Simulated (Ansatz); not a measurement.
Cost and result for the atomization energy of Cl₃H₂SSi₂ (`Cl[SiH]S[SiH](Cl)Cl`) radical (8 atoms, 7 bonds).

Total charge 0; spin multiplicity 2. The geometry is a stationary point of PBE0-D4/def2-TZVP. It is one conformer, not always the lowest. Program: Ansatz. All runs use 2 threads of an AMD EPYC 7R13 on a shared host and a share of an NVIDIA H100 80 GB. Times are those of one run each, without the atoms' runs, and a repeat can differ threefold. Electronic energies, without spin–orbit coupling; frozen cores. CCSD(T)/CBS adds CCSD(T) − MP2 in def2-TZVPP to the MP2 limit, and its time is that of the two runs behind it. T1 = 0.013; ⟨S²⟩ of the reference is 0.76. B3LYP takes the VWN-RPA correlation (the form of Gaussian; ORCA's B3LYP/G).

CCSD(T)/CBS is a level of theory with its own doubt, some kJ/mol a heavy atom from the limit and from the frozen cores, so smaller differences don't rank the functionals.

```
                             level  functions  wall time
   PBE-D4/def2-TZVPP (with forces)        280      2.1 s
                PBE0-D4/def2-TZVPP        280      2.3 s
r2SCAN-D4/def2-TZVPP (with forces)        280      2.4 s
 B3LYP-D4/def2-TZVPP (with forces)        280      2.4 s
                ωB97X-V/def2-TZVPP        280      2.8 s
                 B2PLYP/def2-TZVPP        280      2.9 s
                    MP2/def2-QZVPP        480      3.7 s
  ωB97M-V/def2-TZVPP (with forces)        280      3.9 s
                CCSD(T)/def2-TZVPP        280       11 s
                 CCSD(T)/CBS(def2)          –       15 s
```

Question: What atomization energy does each give, and how far from CCSD(T)/CBS? (An estimate is asked.)

Answer: Ansatz gave: 
| level | atomization (kcal/mol) | difference from CCSD(T)/CBS | per bond |
| --- | --- | --- | --- |
| PBE-D4/def2-TZVPP (with forces) | 596.4 | 10.0 | 1.4 |
| PBE0-D4/def2-TZVPP | 589.8 | 3.4 | 0.5 |
| r2SCAN-D4/def2-TZVPP (with forces) | 596.5 | 10.1 | 1.4 |
| B3LYP-D4/def2-TZVPP (with forces) | 577.7 | -8.7 | -1.2 |
| ωB97X-V/def2-TZVPP | 592.5 | 6.1 | 0.9 |
| B2PLYP/def2-TZVPP | 569.4 | -17.0 | -2.4 |
| MP2/def2-QZVPP | 598.1 | 11.7 | 1.7 |
| ωB97M-V/def2-TZVPP (with forces) | 591.1 | 4.7 | 0.7 |
| CCSD(T)/def2-TZVPP | 561.7 | -24.7 | -3.5 |
| CCSD(T)/CBS(def2) | 586.4 | 0.0 | 0.0 |

From PBE to PBE0 (25 % exact exchange), in def2-TZVPP and without D4, the atomization energy moves by −5.4 kcal/mol: exact exchange takes away binding that semilocal exchange gives to molecules. The D4 term adds +15.9 kcal/mol with B3LYP and +8.4 kcal/mol with PBE0; it sums over pairs of atoms, weighted by their polarisabilities, and B3LYP, whose exchange is more repulsive, gets the larger term. In def2-TZVPP, CCSD(T) changes the Hartree–Fock value by +133.8 kcal/mol (the triples alone add +13.3 kcal/mol) and MP2 by +155.6 kcal/mol; breaking electron pairs costs correlation energy, which Hartree–Fock lacks.
